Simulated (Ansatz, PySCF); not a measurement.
Species: Be2H2, net charge 0, singlet state. SMILES: [BeH][BeH]
Coordinates optimised at B3LYP-D3(BJ)/def2-TZVP (Ansatz, a quantum-chemistry and plane-wave program):
```xyz
4

H      0.0000     0.0000    -2.3848
Be     0.0000     0.0000    -1.0462
Be     0.0000     0.0000     1.0462
H      0.0000     0.0000     2.3848
```
Charge 0, spin multiplicity 1.

Wanted: vertical ionisation energy (to the doublet state of charge +1; each state is the SCF solution reached for its spin), in eV. Valence correlation only, unless marked. Open shells are spin-unrestricted. Spin-orbit coupling is left out. Non-relativistic. Basis-set limits of correlation are two-point, X^-3; Hartree-Fock from the larger set.

| level | program | vertical ionisation energy (eV) |
|---|---|---|
| SVWN5/def2-TZVPD | Ansatz | 9.43 |
| PBE/def2-TZVPD | Ansatz | 9.39 |
| r2SCAN/def2-TZVPD | Ansatz | 9.34 |
| B3LYP/def2-TZVPD | Ansatz | 9.59 |
| PBE0/def2-TZVPD | Ansatz | 9.52 |
| BHLYP/def2-TZVPD | Ansatz | 9.57 |
| CAM-B3LYP/def2-TZVPD | Ansatz | 9.67 |
| wB97M-V/def2-TZVPD | Ansatz | 9.68 |
| wB97X-V/def2-TZVPD | Ansatz | 9.66 |
| CCSD/def2-SVPD | Ansatz | 9.42 |
| CCSD/def2-TZVPPD | Ansatz | 9.57 |
| CCSD/def2-QZVPPD | Ansatz | 9.63 |
| CCSD/CBS(def2-TZVPPD,def2-QZVPPD) | Ansatz | 9.71 |
| CCSD(T)/def2-SVPD | Ansatz | 9.43 |
| CCSD(T)/def2-TZVPPD | Ansatz | 9.59 |
| CCSD(T)/def2-QZVPPD | Ansatz | 9.65 |
| CCSD(T)/CBS(def2-TZVPPD,def2-QZVPPD) | Ansatz | 9.74 |

For comparison, minus the highest occupied orbital energy (PySCF): 5.97 eV at PBE/def2-TZVPD, 6.15 eV at TPSS/def2-TZVPD, 7.09 eV at PW6B95/def2-TZVPD.
